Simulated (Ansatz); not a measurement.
`[F][Ge]([SH])([Cl])[Cl]` + H₂O → `[OH][Ge]([F])([Cl])[Cl]` + H₂S at 500 K and 1 bar (formal hydrolysis of a Ge–S bond).

Calculated with Ansatz (gas phase, PBE0-D4/def2-TZVP geometries, no zero-point term in ΔE). CCSD(T)/CBS adds triple-zeta CCSD(T) − MP2 to the extrapolated MP2 energy (def2 sets, frozen cores). This one scheme is used for every species. For Ge outer-core shells are correlated without core-valence functions, which leaves a few kJ/mol of doubt a bond. Scalar relativity is left out up to krypton. Each species was taken in one conformer, which may not be the lowest.

```json
{"species": "`[F][Ge]([SH])([Cl])[Cl]`", "CCSD(T)/CBS energy (Eh)": "-3493.98744", "H − E (kJ/mol)": "83.6", "S (J/(mol·K))": "431.0"}
{"species": "H₂O", "CCSD(T)/CBS energy (Eh)": "-76.37941", "H − E (kJ/mol)": "73.2", "S (J/(mol·K))": "206.3"}
{"species": "`[OH][Ge]([F])([Cl])[Cl]`", "CCSD(T)/CBS energy (Eh)": "-3171.38906", "H − E (kJ/mol)": "92.6", "S (J/(mol·K))": "415.7"}
{"species": "H₂S", "CCSD(T)/CBS energy (Eh)": "-398.97279", "H − E (kJ/mol)": "57.0", "S (J/(mol·K))": "224.0"}
```

H − E and S are ideal-gas, rigid-rotor, harmonic terms from PBE0-D4/def2-TZVP, for one conformer and one mirror image of each species. 1 Eh = 2625.50 kJ/mol, R = 8.31446 J/(mol·K).

**Question.** By hand: ΔE, ΔH, ΔS and ΔG.

**Answer.** ΔE = (-3171.38906) + (-398.97279) − (-3493.98744) − (-76.37941) = 0.00500 Eh = 13.1 kJ/mol. Δ(H − E) = 92.6 + 57.0 − 83.6 − 73.2 = -7.2, so ΔH = 5.9 kJ/mol. ΔS = 415.7 + 224.0 − 431.0 − 206.3 = 2.4 J/(mol·K). ΔG = 5.9 − 500 × (2.4)/1000 = 4.7 kJ/mol.

**Question.** By hand: the equilibrium constant, and the temperature at which ΔG would vanish if ΔH and ΔS stayed fixed.

**Answer.** log₁₀ K = −ΔG/(RT ln 10) = -0.5. ΔG = 0 at ΔH/ΔS = 2458 K, though so small a ΔH makes that figure unsure.

The number of gas molecules stays the same, so ΔS is small and ΔH decides. The sign of ΔG lies within the doubt. A doubt of 5 kJ/mol in ΔE shifts log₁₀ K by 0.5 here. Other conformers and mirror images would add mixing entropy, several J/(mol·K) or more a flexible species. These are equilibria of isolated gas molecules and say nothing of rates. Largest T1 diagnostic: 0.011 (customary marks: 0.02 for closed shells, 0.045 for open ones).
